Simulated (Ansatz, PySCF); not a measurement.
Breaking the N7–H8 bond in CH6BN (SMILES CBN) (multiplicity 1 held, fragments rigid). Energies count from the point at 1.006 Å.
Geometry at that point (charge 0, multiplicity 1):
```xyz
9

B     -0.40474    -0.13481     0.32621
H     -1.24161    -0.47995     1.11053
C      1.10763    -0.49999     0.54395
H      1.23440    -1.58566     0.60752
H      1.46275    -0.10660     1.50204
H      1.77497    -0.12948    -0.23901
N     -0.83495     0.59936    -0.77787
H     -1.79758     0.84444    -0.93737
H     -0.21034     0.93570    -1.49344
```

Unrestricted levels (U-) break spin symmetry where that is lower. Active spaces are followed from a long bond inwards. Levels need not reach the same state.

Cores are frozen in the correlated methods. Rows in 6-31G* carry no dispersion term and start afresh at each structure (6-31G* with six Cartesian d functions).

The values were computed with Ansatz (Gaussian basis) for Hartree–Fock, density functionals and correlated methods; PySCF for 6-31G* rows. Values without a source in brackets are computed.

Energies in kJ/mol.

| R (Å) | U-HF/cc-pVTZ | R-B3LYP/6-31G* | U-MP2/cc-pVTZ | SC-NEVPT2 on CASSCF(2,2)/cc-pVTZ |
|---|---|---|---|---|
| 0.805 | 131 | 151 | 142 | 146 |
| 0.905 | 22 | 31 | 27 | 30 |
| 1.006 | 0 | 0 | 0 | 0 |
| 1.107 | 26 | 17 | 20 | 17 |
| 1.207 | 77 | 58 | 63 | 59 |
| 1.358 | 173 | 137 | 148 | 140 |
| 1.509 | 274 | 221 | 243 | 226 |
| 1.761 | 376 | 346 | 440 | 350 |
| 2.012 | 413 | 448 | 512 | 440 |
| 2.314 | 429 | 540 | 542 | 503 |
| 2.716 | 435 | 623 | 554 | 538 |
| 3.219 | 436 | 685 | 558 | 549 |

Doubts at one or more of the structures used: a spin-contaminated determinant (U-HF/cc-pVTZ, U-MP2/cc-pVTZ); a restricted determinant that unrestricted orbitals would lower (R-B3LYP/6-31G*).

Ansatz is a program for electronic structure.
